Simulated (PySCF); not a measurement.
B(F)2(NMe2) (C2H6BF2N), SMILES CN(C)B(F)F. Atoms are numbered in the order given.

```xyz
12

B      0.0000     0.0000     0.7847
F      0.0000     1.1397     1.4814
F      0.0000    -1.1397     1.4814
N      0.0000     0.0000    -0.6140
C      0.0000     1.2250    -1.3900
C      0.0000    -1.2250    -1.3900
H      0.8914     1.2845    -2.0414
H     -0.8914     1.2845    -2.0414
H      0.0000     2.0959    -0.7226
H     -0.8914    -1.2845    -2.0414
H      0.8914    -1.2845    -2.0414
H      0.0000    -2.0959    -0.7226
```
Charge 0, spin multiplicity 1.

Geometry optimised at B3LYP-D3(BJ)/def2-SVP. The values are those of a single conformer.

These are TDDFT-PBE/def2-SVPD in PySCF 2.14.0 values and carry that method's errors.

Vertical excitations. The molecule is in vacuum. State labels are in the subgroup C2v.

| state | symmetry | energy (eV) | λ (nm) | f | main pairs |
|---|---|---|---|---|---|
| S1 | B1 | 5.78 | 214 | 0.005 | HOMO→LUMO 100 % |
| S2 | B1 | 6.69 | 185 | 0.030 | HOMO→LUMO+1 100 % |
| S3 | A2 | 6.83 | 181 | 0.000 | HOMO→LUMO+3 100 % |
| S4 | A1 | 7.39 | 168 | 0.240 | HOMO→LUMO+2 86 % |
| S5 | B1 | 7.69 | 161 | 0.000 | HOMO→LUMO+4 99 % |
| S6 | A2 | 8.26 | 150 | 0.000 | HOMO→LUMO+6 100 % |
| S7 | A1 | 8.46 | 147 | 0.009 | HOMO→LUMO+5 84 % |
| S8 | B1 | 8.56 | 145 | 0.000 | HOMO→LUMO+7 98 % |
| S9 | B2 | 8.81 | 141 | 0.002 | HOMO−1→LUMO 100 % |
| S10 | B1 | 8.87 | 140 | 0.009 | HOMO→LUMO+8 98 % |
| T1 | B1 | 5.67 | 219 | 0 | HOMO→LUMO 100 % |
| T2 | A1 | 6.17 | 201 | 0 | HOMO→LUMO+2 98 % |
| T3 | B1 | 6.55 | 189 | 0 | HOMO→LUMO+1 100 % |
| T4 | A2 | 6.73 | 184 | 0 | HOMO→LUMO+3 100 % |
Triplets are in the Tamm–Dancoff approximation, which puts them higher than full response would, so one can lie above its singlet here.
